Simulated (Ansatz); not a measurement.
Basis-set extrapolation for C2H5NSi (`N=C=C[SiH3]`) (PBE0-D4/def2-TZVP geometry, frozen core, the Gaussian-basis code of Ansatz). Multiplicity 1, RHF reference.

```csv
,def2-TZVPP,def2-QZVPP
HF,-422.047598,-422.062442
MP2 correlation,-0.635171,-0.677994
CCSD(T) correlation,-0.700088,not run
```

Energies in hartree. Use E(X) = E(∞) + A·exp(−7.88·√X) for Hartree–Fock and E(X) = E(∞) + B·X^(−2.97) for correlation, with X = 3 and 4, and add CCSD(T) minus MP2 of the smaller set to the MP2 limit.

**Question.** What is the CCSD(T) energy at the basis-set limit?

**Answer.** HF limit: -422.062442 + (-0.014844) × 0.13774 = -422.06449. MP2 limit: -0.677994 + (-0.042823) × 0.74074 = -0.70971. Higher-order term: -0.700088 − (-0.635171) = -0.06492. Total: -422.83912 hartree, 57.4 kcal/mol below CCSD(T)/def2-TZVPP.
